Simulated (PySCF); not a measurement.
The free ion Cu2+ in its d9 configuration.

Method (PySCF 2.14, density fitting): CASSCF(9,5) with orbitals averaged over all microstates of the shell, strongly contracted NEVPT2 on the averaged canonical orbitals; basis x2c-TZVPall; spin-free X2C; gas phase; spin-orbit coupling by state interaction with the mean-field operator over all roots.

(1) What is the ground state?

(2) What magnetic behaviour follows?

The job took 0.96 s on one thread of Arm Neoverse V1 (shared host), with 48 basis functions, launched as `OMP_NUM_THREADS=1 python lf_run.py task.json out`.

## Answers

(1) 2D (S = 1/2, orbital degeneracy 5), by NEVPT2.

(2) The lowest spin-orbit level is 6-fold with J = 5/2; the next lies at 2044.3 cm⁻¹. μeff is 3.56 μB at 300 K and 3.55 μB at 10 K; the free-ion value g_J√(J(J+1)) for the Hund's-rule level J = 5/2 is 3.55 μB.
